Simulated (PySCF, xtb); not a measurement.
C3H3N2, SMILES [c]1ncc[nH]1, multiplicity 2.

Harmonic wavenumbers (cm⁻¹) from GFN2-xTB (xtb) at its own minimum, in rising order: 443, 585, 612, 753, 779, 809, 883, 1051, 1058, 1117, 1184, 1290, 1339, 1470, 1555, 3163, 3177, 3472.

What does PBE-D3(BJ)/def2-SVP (PySCF) give at its own minimum? (An estimate is asked for; the answer gives what the named calculation found.)

476, 600, 617, 714, 766, 820, 907, 1038, 1056, 1141, 1173, 1313, 1368, 1490, 1602, 3179, 3204, 3573. Paired by order, the mean absolute difference is 25 cm⁻¹ and the zero-point energies are 35.4 and 35.8 kcal/mol.
